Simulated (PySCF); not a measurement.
**Electron correlation in Pt⁶⁵⁺ (platinum, charge +65)**

[Ne] 3s2 3p1, 2P determinant. Calculation: PySCF 2.14, in an uncontracted even-tempered set (17 s from 18 bohr⁻², ratio 2.5; 12 p from 24 bohr⁻², ratio 2.5; 4 d from 92 bohr⁻², ratio 2.7; 4 f from 140 bohr⁻², ratio 2.7); scalar relativity by spin-free X2C-1e. Frozen: 1s2; 11 electrons correlated; the 20 highest virtual orbitals of each spin left out.

```json
{"level": "CCSD", "correlation energy (mhartree)": "-523.60"}
{"level": "(T)", "correlation energy (mhartree)": "-0.35"}
{"level": "CCSD(T)", "correlation energy (mhartree)": "-523.95"}
```

Diagnostics: T1 = 0.00024, D1 = 0.0011, largest double amplitude 0.028.

Task: Is a single reference adequate?

Result: Yes, within this model without spin-orbit coupling: T1 lies below 0.03 and no double amplitude reaches 0.07.

At this charge the one-electron X2C treatment keeps the bare 1/r₁₂, with no two-electron picture change or Breit term. The effect here is smaller than on the frozen 1s shell; and a scalar Hamiltonian misses the large spin-orbit splitting of the p shells, which matters for ns² → np² pairs.
